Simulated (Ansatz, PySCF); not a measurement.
Donor–acceptor adduct: AlF2H (SMILES [F][AlH][F]) (first 4 atoms) with NH3 (SMILES N); geometry from B3LYP-D3(BJ)/def2-TZVP.
(charge 0, multiplicity 1):
```xyz
8

F      1.22791     0.74734     0.62885
Al    -0.27665     0.27817     1.18905
F     -0.70809    -1.29945     0.83888
H     -1.41822     1.36068     1.21564
N      0.25419    -0.02502     3.12748
H      0.61181     0.81849     3.56749
H     -0.51667    -0.37514     3.68980
H      0.99452    -0.72286     3.14783
```

Basis-set superposition error: the interaction energy with monomers in their own basis, and in the dimer's basis (counterpoise).

Programs: Ansatz (a quantum-chemistry and plane-wave program) with Gaussian orbitals; PySCF for 6-31G* rows. Values without a source in brackets are computed.

| level | uncorrected (kcal/mol) | counterpoise (kcal/mol) | difference |
|---|---|---|---|
| HF/6-31G* | -43.24 | -38.58 | 4.66 |
| HF/aug-cc-pV(D+d)Z | -39.57 | -38.65 | 0.92 |
| SVWN5/def2-TZVPPD | -44.47 | -44.00 | 0.47 |
| B3LYP/6-31G* | -41.51 | -35.30 | 6.21 |
| B3LYP/def2-TZVPPD | -37.05 | -36.67 | 0.38 |
| PBE0/def2-TZVPPD | -39.98 | -39.62 | 0.36 |
| BHLYP/def2-TZVPPD | -41.05 | -40.72 | 0.33 |
| MP2/aug-cc-pV(Q+d)Z | -40.30 | -39.83 | 0.47 |
| SCS-MP2/aug-cc-pV(D+d)Z | -38.36 | -35.88 | 2.48 |
| CCSD(T)/aug-cc-pV(D+d)Z | -38.99 | -36.42 | 2.57 |

The error is largest for B3LYP/6-31G* (6.21 kcal/mol) and smallest for BHLYP/def2-TZVPPD (0.33 kcal/mol).
